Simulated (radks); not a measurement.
The numbers below are computed, except where a source is named.
Ionisation of Cs37+, [Ar], to Cs38+, [Ne] 3s2 3p5, under several functionals. Scalar-relativistic Kohn-Sham, spin-unpolarised, spherical densities, finite nucleus; a radial shooting solver on a logarithmic mesh with Libxc functionals.

\begin{tabular}{lrrrrrr}
functional & E(Cs37+) (hartree) & Exc (hartree) & IE (eV) & -e(HOMO) (eV) & <r> HOMO (bohr) & IE error (eV) \\ \hline
PBEsol & -6686.4819 & -119.8465 & 2714.7 & 2672.7 & 0.2670 & +31.7 \\
LDA (Slater exchange, Perdew-Wang correlation) & -6683.0156 & -116.3621 & 2714.3 & 2672.2 & 0.2670 & +31.3 \\
Wu-Cohen GGA & -6688.4868 & -121.8571 & 2715.4 & 2673.4 & 0.2670 & +32.4 \\
r2SCAN & -6690.2751 & -123.2443 & 2719.0 & 2677.5 & 0.2672 & +36.0 \\
B86b exchange with PBE correlation & -6690.1173 & -123.4956 & 2715.7 & 2673.7 & 0.2670 & +32.7 \\
RPBE & -6689.9345 & -123.3159 & 2715.6 & 2673.6 & 0.2670 & +32.6 \\
LDA (Slater exchange, VWN5 correlation) & -6683.0234 & -116.3700 & 2714.3 & 2672.2 & 0.2670 & +31.3 \\
\end{tabular}

NIST Atomic Spectra Database: 2683 eV (theoretical). Closest: LDA (Slater exchange, Perdew-Wang correlation). The Delta-SCF values span 4.75 eV, the total energies 7.26 hartree. The highest occupied level is 3p. Spin polarisation and multiplet splitting are left out, so open shells lie too high by an amount that depends on their filling. Spin-orbit splitting is averaged out at the scalar-relativistic level.

Beside tabulated values, note that spin-unpolarised runs miss the spin-polarisation part of the exchange energy of open shells.
